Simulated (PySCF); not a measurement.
Simulated C 1s region for cyclopentadienecarbonitrile, `N#CC1=CC=CC1`, binding energy against the vacuum level.

Every computed line was given a Gaussian of 0.6 eV full width at half maximum and an area set by the number of equivalent atoms; the highest printed point is 100. Computed with PySCF, delta-SCF UKS SCAN, pcX-2 on the ionised atom, pcseg-1 elsewhere, spin-free X2C.

```json
{"binding energy (eV)": "289.8", "intensity": "0"}
{"binding energy (eV)": "289.9", "intensity": "1"}
{"binding energy (eV)": "290.0", "intensity": "2"}
{"binding energy (eV)": "290.1", "intensity": "4"}
{"binding energy (eV)": "290.2", "intensity": "9"}
{"binding energy (eV)": "290.3", "intensity": "17"}
{"binding energy (eV)": "290.4", "intensity": "29"}
{"binding energy (eV)": "290.5", "intensity": "43"}
{"binding energy (eV)": "290.6", "intensity": "58"}
{"binding energy (eV)": "290.7", "intensity": "73"}
{"binding energy (eV)": "290.8", "intensity": "86"}
{"binding energy (eV)": "290.9", "intensity": "96"}
{"binding energy (eV)": "291.0", "intensity": "100"}
{"binding energy (eV)": "291.1", "intensity": "99"}
{"binding energy (eV)": "291.2", "intensity": "95"}
{"binding energy (eV)": "291.3", "intensity": "92"}
{"binding energy (eV)": "291.4", "intensity": "90"}
{"binding energy (eV)": "291.5", "intensity": "92"}
{"binding energy (eV)": "291.6", "intensity": "94"}
{"binding energy (eV)": "291.7", "intensity": "94"}
{"binding energy (eV)": "291.8", "intensity": "87"}
{"binding energy (eV)": "291.9", "intensity": "73"}
{"binding energy (eV)": "292.0", "intensity": "55"}
{"binding energy (eV)": "292.1", "intensity": "37"}
{"binding energy (eV)": "292.2", "intensity": "22"}
{"binding energy (eV)": "292.3", "intensity": "11"}
{"binding energy (eV)": "292.4", "intensity": "5"}
{"binding energy (eV)": "292.5", "intensity": "2"}
{"binding energy (eV)": "292.6", "intensity": "1"}
{"binding energy (eV)": "292.7", "intensity": "0"}
```

**Question.** How many maxima does the curve show, and how many computed lines lie under it?

**Answer.** The curve has 2 maxima (at 291.0 and 291.6 eV). Under it lie 6 lines from 6 inequivalent carbon sites. At this width some lines have no maximum of their own.

**Question.** Decompose the envelope and assign each component. Numbering: `[N:1]#[C:2][C:3]1=[CH:4][CH:5]=[CH:6][CH2:7]1`.

**Answer.** 
```json
{"position (eV)": "290.64", "relative area": "1", "line": "C 1s", "atoms": "C6", "environment": "alkene CH carbon"}
{"position (eV)": "290.98", "relative area": "1", "line": "C 1s", "atoms": "C5", "environment": "alkene CH carbon"}
{"position (eV)": "291.06", "relative area": "1", "line": "C 1s", "atoms": "C4", "environment": "alkene CH carbon"}
{"position (eV)": "291.43", "relative area": "1", "line": "C 1s", "atoms": "C3", "environment": "fully substituted alkene carbon"}
{"position (eV)": "291.70", "relative area": "1", "line": "C 1s", "atoms": "C7", "environment": "allylic carbon"}
{"position (eV)": "291.86", "relative area": "1", "line": "C 1s", "atoms": "C2", "environment": "nitrile carbon"}
```

The listed C 1s values span 1.22 eV, from C6 (bonded to C (double bond), C and H) to C2 (bonded to N (triple bond) and C).

Shake-up satellites, vibrational structure and lifetime widths aren't simulated. Spin contamination (⟨S²⟩ against 0.75 for a pure doublet) is marked for C 1s of C2 (0.86), C 1s of C4 (0.90) and C 1s of C5 (0.87), which makes these values less certain. Geometry: PBE0-D3(BJ)/def2-SVP; no solvent, vibrations or thermal averaging.

On one thread, Arm Neoverse V2 (shared host), this took 44 s of wall time.
